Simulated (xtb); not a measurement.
H2B3Cl3N3 (SMILES ClB1[N]B(Cl)NB(Cl)N1), doublet, at a GFN2-xTB geometry. Base run: GFN2-xTB run with xtb.

Geometry (Å):
```xyz
11

Cl     3.0760    -0.7704    -0.2273
B      1.4308    -0.2937    -0.1039
N      0.9616     0.9984    -0.0359
B     -0.3442     1.4219     0.0634
Cl    -0.8786     3.0519     0.1453
N     -1.3334     0.3659     0.0994
B     -0.9592    -0.9959     0.0358
Cl    -2.1582    -2.2407     0.0805
N      0.4127    -1.3218    -0.0651
H     -2.3051     0.6334     0.1719
H      0.7144    -2.2850    -0.1126
```
Charge 0, spin multiplicity 2.
All else is at xtb's defaults.
Base energy -27.35346 Eh.

Variants of this job, named by their change:

```tsv
change	ΔE vs base (mEh)	dipole (D)	SCF cycles
base	0.000	1.57	16
acc = 30	0.000	1.57	13
etemp = 5000	-28.203	2.08	16
etemp = 10000	-84.772	2.32	17
```
